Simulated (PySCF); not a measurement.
Run record: geometry optimisation, Cl4S2Sn2.

Method: PBE0-D3(BJ)/def2-SVP geometry optimisation, gas phase, def2 core potentials past Kr (PySCF 2.14.0). Start geometry: GFN2-xTB. A driver script takes a list of jobs; this job's settings line and coordinates (Å) are shown.

Command:
```bash
OMP_NUM_THREADS=1 python probes_run.py task.json out
```

Input:
```
{"job": {"xc": "PBE0", "basis": "def2-SVP", "d3": "d3bj", "grid": 1, "maxiter": 40, "shake": 0.03, "kind": "geom"}, "charge": 0, "multiplicity": 1}
Sn    -0.731080     1.382410     0.291140
Cl    -2.934910     1.655000     1.138120
Cl     0.010700     3.546310    -0.168850
S     -0.588310    -0.044710    -1.697750
Sn     0.785750    -1.478060    -0.310940
Cl     2.907150    -1.666000    -1.150590
Cl    -0.052490    -3.552820     0.146170
S      0.741420     0.072210     1.668980
```

Output:
```
step   0  E = -3064.39387775  max force = 0.030520
step   1  E = -3064.39739392  max force = 0.005350
step   2  E = -3064.39779830  max force = 0.002938
step   3  E = -3064.39788002  max force = 0.004946
step   4  E = -3064.39791279  max force = 0.004116
step   5  E = -3064.39801001  max force = 0.002777
step   6  E = -3064.39808825  max force = 0.001196
step   7  E = -3064.39811867  max force = 0.000405
step   8  E = -3064.39811954  max force = 0.000405
optimisation converged
```

Energies in Eh; «max force» is the largest Cartesian gradient component in Eh/bohr.

Give the first gradient maximum in eV/Å.

With 1 Eh/bohr = 51.422 eV/Å, 1.569 eV/Å.

How much energy does the optimisation release, in kJ/mol?

E(step 0) − E(last step) = 0.004242 Eh, which is 11.1 kJ/mol.

Summary of the converged run: final energy -3064.39812 Eh after 8 steps; dipole 0.03 D.

Give the final coordinates.

0.064 Å rms from the input after alignment:
```
atom  x, y, z in Å
Sn1   -0.8647    1.3021    0.1596
Cl2   -3.0411    1.3705    0.9678
Cl3   -0.2563    3.4839   -0.3582
S4    -0.6025   -0.2066   -1.7149
Sn5    0.9033   -1.3234   -0.1825
Cl6    3.0792   -1.4103   -0.9897
Cl7    0.2702   -3.4953    0.3466
S8     0.6501    0.1934    1.6875
```

Estimate the wall time. Hardware: one thread of an Arm Neoverse V1, no GPU, on a shared host. And the peak memory of the process?

About 3.5 min, with 0.86 GiB resident at the peak, the Python interpreter and its libraries included.
Labels such as C1 count atoms from 1, the log's own numbers from 0.
